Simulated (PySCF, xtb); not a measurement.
C4H8OSi, SMILES C(C(=C)[SiH3])C=O.

GFN2-xTB (xtb) at its own geometry gives an orbital gap of 3.56 eV and a dipole moment of 3.01 D.

Coordinates come from a B3LYP-D3(BJ)/def2-SVP optimisation. This is a generated structure with no PubChem entry under its InChIKey; it may be hypothetical. The values are those of a single conformer.

What does PBE/def2-TZVP run with PySCF give? (Estimate from the structure and the level; the computed values follow.)

gap 3.71 eV (levels -5.89 and -2.18 eV), dipole 2.20 D.
